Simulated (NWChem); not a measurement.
System meant: C₂H₅O₂, doublet; SMILES C(O)C[O]

NWChem input:

```
start job
memory heap 200 mb stack 700 mb global 900 mb
geometry units angstroms noautoz
  O      0.607087     1.455873    -0.194721
  C     -0.454087     0.804313     0.299890
  C     -0.494733    -0.633829    -0.304593
  O      0.564839    -1.442142     0.065594
  H     -0.423845     0.681832     1.407805
  H     -1.426327     1.265325     0.013707
  H     -0.474020    -0.543320    -1.400634
  H     -1.481591    -1.047079    -0.014612
  H      0.532276    -1.584069     1.017617
end
basis spherical
  * library def2-svp
end
dft
  odft
  mult 3
  xc pbe0
  iterations 150
  mulliken
end
task dft energy
```

End of the output:

```
 Summary of "ao basis" -> "" (spherical)
 ------------------------------------------------------------------------------
       Tag                 Description            Shells   Functions and Types
 ---------------- ------------------------------  ------  ---------------------
 *                          def2-svp                  on all atoms

                                 NWChem DFT Module
                                 -----------------

 Summary of "ao basis" -> "ao basis" (spherical)
 ------------------------------------------------------------------------------
       Tag                 Description            Shells   Functions and Types
 ---------------- ------------------------------  ------  ---------------------
 O                          def2-svp                 6       14   3s2p1d
 C                          def2-svp                 6       14   3s2p1d
 H                          def2-svp                 3        5   2s1p

 Summary of "ao basis" -> "ao basis" (spherical)
 ------------------------------------------------------------------------------
       Tag                 Description            Shells   Functions and Types
 ---------------- ------------------------------  ------  ---------------------
 O                          def2-svp                 6       14   3s2p1d
 C                          def2-svp                 6       14   3s2p1d
 H                          def2-svp                 3        5   2s1p

  number of electrons :                   33
  multiplicity        :                    3
 ------------------------------------------------------------------------
  no. of electrons and multiplicity not compatible                  33
 ------------------------------------------------------------------------
 ------------------------------------------------------------------------
  current input line :
    24: task dft energy
 ------------------------------------------------------------------------
 ------------------------------------------------------------------------
 There is an error in the input file
 ------------------------------------------------------------------------
 For more information see the NWChem manual at https://nwchemgit.github.io

0: no. of electrons and multiplicity not compatible:Received an Error in Communication
```

Problem. What is wrong, and how is it mended?

Solution. The input was rejected before any calculation. Cause: the multiplicity doesn't fit the number of electrons (an even count wants an odd multiplicity, and the reverse). This input runs:
```
start job
memory heap 200 mb stack 700 mb global 900 mb
geometry units angstroms noautoz
  O      0.607087     1.455873    -0.194721
  C     -0.454087     0.804313     0.299890
  C     -0.494733    -0.633829    -0.304593
  O      0.564839    -1.442142     0.065594
  H     -0.423845     0.681832     1.407805
  H     -1.426327     1.265325     0.013707
  H     -0.474020    -0.543320    -1.400634
  H     -1.481591    -1.047079    -0.014612
  H      0.532276    -1.584069     1.017617
end
basis spherical
  O library def2-svp
  C library def2-svp
  H library def2-svp
end
dft
  odft
  mult 2
  xc pbe0
  iterations 150
  mulliken
end
task dft energy
```
It converges to -229.14921 Ha (PBE0/def2-SVP, spin-unrestricted).
